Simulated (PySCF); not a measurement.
Compound: C5H8F2O.
Z-matrix (Å and degrees, GFN2-xTB geometry), rows numbered from 1:
```
F 
C   1  1.3400
F   2  1.3651  1  105.69
O   2  1.3402  1  108.86  3  -120.81
C   4  1.4242  2  115.31  1  -166.15
C   5  1.5321  4  112.56  2   177.02
C   6  1.5377  5   89.46  4   130.13
C   7  1.5373  6   89.48  5   -11.11
H   2  1.1100  1  108.69  3   113.75
H   5  1.0973  4  109.06  2    49.06
H   6  1.0866  5  115.93  4  -110.09
H   6  1.0862  5  110.64  4    15.47
H   7  1.0874  6  112.83  5   103.62
H   7  1.0866  6  115.77  5  -129.66
H   8  1.0873  5  115.92  4   113.99
H   8  1.0869  5  111.43  4   -11.82
```

Computed, not measured: PBE0/def2-SVPD in PySCF (dipole) on a GFN2-xTB geometry, gas phase.

Masses are those of the commonest isotopes; rigid-rotor values at the optimised geometry. The values belong to one conformer with, in the numbering `[F:1][CH:2]([F:3])[O:4][CH:5]1[CH2:6][CH2:7][CH2:8]1`, F1–C2–O4–C5 -166°, C2–O4–C5–C6 177°, O4–C5–C6–C7 130°, C5–C6–C7–C8 -11°, C6–C7–C8–C5 11°, O4–C5–C8–C7 -126°.

Give the principal moments of inertia and the rotational constants in cm⁻¹.

Ia = 99.40, Ib = 434.86, Ic = 504.53 u·Å²; 505379 MHz·u·Å²/I gives 5084, 1162 and 1002 MHz, that is A = 0.16959, B = 0.03877, C = 0.03341 cm⁻¹.

Classify the top.

A near-prolate asymmetric top: κ = (2 × 1162 − 5084 − 1002)/(5084 − 1002) = -0.92.

What does the inertial defect say?

Not planar: Δ = Ic − Ia − Ib = -29.73 u·Å². For a rigid frame Δ = −2 Σ m c², so Σ m c² = 14.86 u·Å² lies off the ab plane: 9.03 from hydrogen and 5.83 from heavier atoms. The atom farthest from that plane is 1.56 Å away.

Give the other two planar moments, Paa and Pbb, and the rms extents of the mass along the axes.

Paa = Σ m a² = (Ib + Ic − Ia)/2 = 419.99 and Pbb = Σ m b² = (Ia + Ic − Ib)/2 = 84.54 u·Å². With the mass M = 122.05 u, the rms extents √(P/M) along a, b and c are 1.86, 0.83, 0.35 Å.

Where do the levels up to J = 2 lie, in MHz?

Above 0(0,0):
J = 1: 1(0,1) 2164, 1(1,1) 6086, 1(1,0) 6246
J = 2: 2(0,2) 6487, 2(1,2) 10253, 2(1,1) 10735, 2(2,1) 22500, 2(2,0) 22505
The levels of one J sum to (2J + 1)J(J + 1)(A + B + C)/3.

Which lines would a microwave search look for?

The dipole components are |μa| = 2.61 D, |μb| = 0.02 D, |μc| = 1.81 D. Intensities carry the squares of the components, which stand as 1.00 : 0.00 : 0.48 (a : b : c). Some lines, for components of 0.1 D or more:

| type | branch | J(Ka,Kc) | MHz | lower level (cm⁻¹) |
| --- | --- | --- | --- | --- |
| a | Q | 3(1,2) ← 3(1,3) | 963 | 0.550 |
| c | Q | 3(1,3) ← 3(0,3) | 3542 | 0.432 |
| a | R | 2(1,2) ← 1(1,1) | 4167 | 0.203 |
| a | R | 2(0,2) ← 1(0,1) | 4323 | 0.072 |
| a | R | 3(1,2) ← 2(1,1) | 6729 | 0.358 |
| a | R | 4(1,4) ← 3(1,3) | 8325 | 0.550 |
| c | R | 2(1,1) ← 1(0,1) | 8571 | 0.072 |
| a | R | 4(2,3) ← 3(2,2) | 8652 | 0.967 |
| a | R | 4(2,2) ← 3(2,1) | 8700 | 0.968 |
| a | R | 5(2,4) ← 4(2,3) | 10809 | 1.256 |
| a | R | 5(4,2) ← 4(4,1) | 10830 | 2.858 |
| a | R | 5(2,3) ← 4(2,2) | 10904 | 1.258 |
| c | Q | 3(2,2) ← 3(1,2) | 11528 | 0.583 |
| c | Q | 2(2,1) ← 2(1,1) | 11766 | 0.358 |
| c | R | 3(2,1) ← 2(1,1) | 18282 | 0.358 |
| c | R | 3(2,2) ← 2(1,2) | 18739 | 0.342 |
| c | R | 4(2,3) ← 3(1,3) | 21143 | 0.550 |
| c | R | 5(3,2) ← 4(2,2) | 30793 | 1.258 |
| c | R | 5(3,3) ← 4(2,3) | 30862 | 1.256 |
| c | Q | 5(5,1) ← 5(4,1) | 36010 | 3.219 |
| c | R | 5(5,0) ← 4(4,0) | 46840 | 2.858 |
| c | R | 5(5,1) ← 4(4,1) | 46840 | 2.858 |

No GFN2-xTB frequencies stand behind this structure, so it isn't proved a minimum. No vibrational averaging or centrifugal distortion is included, and the geometry carries the error of its method.
